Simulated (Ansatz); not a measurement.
Sn(OH)3 (H₃O₃Sn), SMILES [OH][Sn]([OH])[OH], multiplicity 2.

Geometry: B3LYP-D3(BJ)/def2-SVP. The multiplicity is an assumed one; other spin states were not compared. The isomer is the one that the SMILES or the coordinates give; other isomers of the formula were not compared. The def2 effective core potentials stand for the cores of Sn; spin–orbit coupling is left out. Other conformers were not sampled.

Two levels are set side by side: PBE/def2-SVPD (Ansatz, an electronic-structure program) and CAM-B3LYP/def2-SVPD (Ansatz). Energy differences of separate SCF runs at the same geometry; the states with an electron removed or added have multiplicity 1 and 1. Differences are taken from unrounded values.

| quantity | PBE |
|---|---|
| vertical ionisation energy (eV) | 9.01 |
| vertical electron affinity (eV) | 2.34 |

### Question
These are the PBE values. What does CAM-B3LYP give? (The exact figures need the calculation; the answer reports its results.)

### Answer

| quantity | CAM-B3LYP | PBE minus CAM-B3LYP |
|---|---|---|
| vertical ionisation energy (eV) | 9.58 | -0.57 |
| vertical electron affinity (eV) | 2.59 | -0.25 |
